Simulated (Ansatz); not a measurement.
Basis sets compared for In₉Sb₁₀H₂₆⁺, a nanocrystal cut from wurtzite InSb (hydrogen-capped). Charge 1, multiplicity 1. Geometry r2SCAN-D4/def2-SVP. Ansatz on 4 threads of AMD EPYC 7R13 on a shared host and a share (37 GiB) of an NVIDIA H100 80GB HBM3; times are rough, and most runs start from earlier orbitals.

```xyz
45

Sb   -1.0409   -4.5317   -1.4468
In   -1.3795   -3.8342   -4.3233
Sb   -0.4414   -3.3843    3.2037
In    1.3706   -2.5307    5.3488
In   -0.8103   -2.5032    0.5165
Sb    1.3989   -0.9063   -0.2608
Sb   -1.2953   -0.9950   -3.7395
In    1.2673   -0.0089   -3.0048
Sb    2.0059    0.1058    4.2277
In    1.7884    1.1954    1.6013
Sb    4.0188    2.6682    0.6652
Sb    1.3749    2.8058   -2.6244
In    4.0217    3.8519   -2.0689
Sb   -2.9773   -0.7194    0.4497
In   -3.5215   -0.0361   -2.2769
In   -2.5019    0.9438    2.7742
Sb   -0.5942    2.6722    1.4440
Sb   -3.0508    2.7933   -2.2163
In   -0.6949    3.9881   -1.0966
H     0.2675   -5.5678   -1.1195
H    -2.2454   -5.5557   -0.8203
H     0.1320   -4.2910   -4.9887
H    -3.0115   -4.2707   -4.6117
H    -0.2649   -5.0712    3.0422
H    -2.0386   -3.4344    3.7855
H     2.7908   -3.4332    5.0314
H     0.3584   -2.2138    6.6898
H     2.7614   -1.9145   -0.0848
H    -1.5535   -0.2475   -5.2505
H     2.5719   -0.6529   -3.9325
H     3.6118    0.4639    4.6693
H     1.2919    1.3219    5.1780
H     5.3452    1.6577    1.0004
H     4.3158    3.7797    1.9175
H     1.0082    3.3980   -4.1811
H     5.1677    2.8753   -2.8868
H     3.8747    5.5270   -1.7378
H    -4.2478   -1.7803    0.8551
H    -5.1037   -0.4691   -2.7983
H    -1.4445   -0.0751    3.7162
H    -3.9112    1.7987    3.2383
H    -0.2330    3.9342    2.5307
H    -3.1851    3.3564   -3.8149
H    -4.4298    3.5851   -1.6128
H    -0.7669    5.7044   -0.9874
```

In the def2 sets In, Sb take a core potential; there is no spin–orbit coupling. Single mean-field runs in def2-SVP, def2-TZVP are fitted with def2-universal-jkfit.

| level | functions | energy (Eh) | HOMO (eV) | LUMO (eV) | wall time |
| --- | --- | --- | --- | --- | --- |
| PBE-D4/def2-SVP (with forces) | 624 | -4129.4076 | -7.99 | -5.30 | 6.5 s |
| PBE0-D4/def2-SVP | 624 | -4129.5746 | -8.83 | -4.68 | 5.5 s |

Task: Estimate the rows for PBE-D4/def2-TZVP, PBE0-D4/def2-TZVP.

Result: 
| level | functions | energy (Eh) | HOMO (eV) | LUMO (eV) | wall time |
| --- | --- | --- | --- | --- | --- |
| PBE-D4/def2-TZVP | 1106 | -4129.5696 | -8.03 | -5.37 | 7 s |
| PBE0-D4/def2-TZVP | 1106 | -4129.7163 | -8.84 | -4.73 | 11 s |
